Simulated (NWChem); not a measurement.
System: CH4Se2; SMILES [SeH]C[SeH]

NWChem input:

```
start job
memory heap 200 mb stack 900 mb global 1100 mb
geometry units angstroms noautoz
  Se     0.092216    -0.061980     1.673620
  C     -0.895066     0.096415     0.000000
  Se     0.092216    -0.061980    -1.673620
  H      0.808913     1.212080     1.513015
  H     -1.598998    -0.747667     0.000000
  H     -1.483886     1.021568     0.000000
  H      0.808913     1.212080    -1.513015
end
basis spherical
  * library def2-svp
end
dft
  xc hfexch
  iterations 150
  mulliken
end
task dft energy
```

Coordinates come from a PBE0/def2-SVP optimisation.

### Question
Predict the main results of this run. (Hartree-Fock/def2-SVP.) Quantities: basis functions; energy (Ha); highest occupied level (eV); orbital gap (eV); dipole (D).

### Answer
```
Quantity                        Value
---------------------------  --------
number of basis functions          98
energy (Ha)                  -4839.24
highest occupied level (eV)     -8.96
orbital gap (eV)                11.97
dipole (D)                       1.32
```
